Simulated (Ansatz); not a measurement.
Caution, from a PySCF single point (PBE-D3(BJ)/def2-TZVPD) at this geometry: the highest occupied level lies above zero, so the state may not be bound. This singlet lies 0.78 eV below the relaxed triplet at the level frozen-core CCSD(T)/aug-cc-pVTZ // PBE-D3(BJ)/def2-SVPD (Ansatz, a quantum-chemistry and plane-wave program).

Species: H$_{3}$B$_{2}$, SMILES `[BH-]B` (lower singlet) (charge -1, multiplicity 1).

Question: Give a relaxed geometry from PBE-D3(BJ)/def2-SVPD (Ansatz).

Answer: the end point of this relaxation (outside a Z-matrix the atoms follow the SMILES, hydrogens last).
Cartesian coordinates (Å) in one orientation:
```xyz
5

B      0.942    -0.021    -0.012
B     -0.599     0.013     0.008
H      2.160    -0.047    -0.029
H     -1.228     1.077     0.030
H     -1.275    -1.022     0.003
```
